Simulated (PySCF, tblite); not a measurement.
Isomers of C5H5FO. Computed with GFN2-xTB (tblite): harmonic, unscaled wavenumbers at the GFN2-xTB geometry, gas phase. Against measured fundamentals such values can be off by several per cent, at times by over 20. One conformer each.

Electronic energies: PBE0/pcSseg-1 single points on the GFN2-xTB geometries (PySCF, gas phase).

```tsv
SMILES	electronic energy, lowest = 0 (kcal/mol)
C=C(C)C(F)=C=O	32.1
C=C/C(C=O)=C/F	22.1
C=C/C=C\C(=O)F	0.0
```

Problem. How do GFN2-xTB zero-point energies change the relative energies?

Solution. 
```csv
SMILES,ZPE (kcal/mol),of it from modes above 1550 cm⁻¹,electronic (kcal/mol),"with ZPE, lowest = 0 (kcal/mol)",lowest mode (cm⁻¹),rings
C=C/C=C\C(=O)F,53.3,29.4,0.0,0.0,57,0
C=C/C(C=O)=C/F,52.8,28.9,22.1,21.5,52,0
C=C(C)C(F)=C=O,53.1,27.6,32.1,31.9,66,0
```

The zero-point energies span 0.5 kcal/mol, from `C=C/C(C=O)=C/F` to `C=C/C=C\C(=O)F`. The order is unchanged.

Problem. And how do the electronic energies of GFN2-xTB itself compare?

Solution. `C=C/C=C\C(=O)F` 0.0; `C=C/C(C=O)=C/F` 17.0; `C=C(C)C(F)=C=O` 12.1 kcal/mol, lowest = 0. Against the energies above, taken from the same isomer `C=C/C=C\C(=O)F`, the largest difference is 20.0 kcal/mol.

Problem. What do entropy and thermal enthalpy add at 298.15 K and 1 bar (rigid rotor, harmonic oscillator, one conformer each)?

Solution. 
```csv
SMILES,point group,symmetry number,S (cal/(mol K)),H − H(0) (kcal/mol),ZPE + H − H(0) − TS (kcal/mol)
C=C/C=C\C(=O)F,Cs,1,84.4,5.11,33.3
C=C/C(C=O)=C/F,Cs,1,85.7,5.27,32.5
C=C(C)C(F)=C=O,Cs,1,86.3,5.47,32.9
```
